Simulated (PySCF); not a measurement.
# Electron correlation in Re (rhenium, neutral)

[Xe] 4f14 5d5 6s1 6p1, high-spin 8P determinant (an excited configuration). All numbers are calculated (PySCF 2.14, scalar relativity through the core potential, in aug-cc-pVTZ-PP with one added diffuse shell each of s, p, d, f, g type with ECP60MDF (7s7p6d4f3g, 113 functions)). Frozen: 5s2 5p6; 7 electrons correlated.

MP2 pair energies summed by pair of shells (mhartree):

```json
{"pair": "5d-5d", "energy": "-53.38", "share (%)": "63.3"}
{"pair": "5d-6s", "energy": "-18.16", "share (%)": "21.5"}
{"pair": "5d-6p", "energy": "-10.95", "share (%)": "13.0"}
{"pair": "6s-6p", "energy": "-1.87", "share (%)": "2.2"}
```

Total MP2 correlation energy: -84.36 mhartree.

Same-spin part -84.36 and opposite-spin part 0.00 mhartree; SCS-MP2 scales them by 1/3 and 6/5 to -28.12 mhartree.
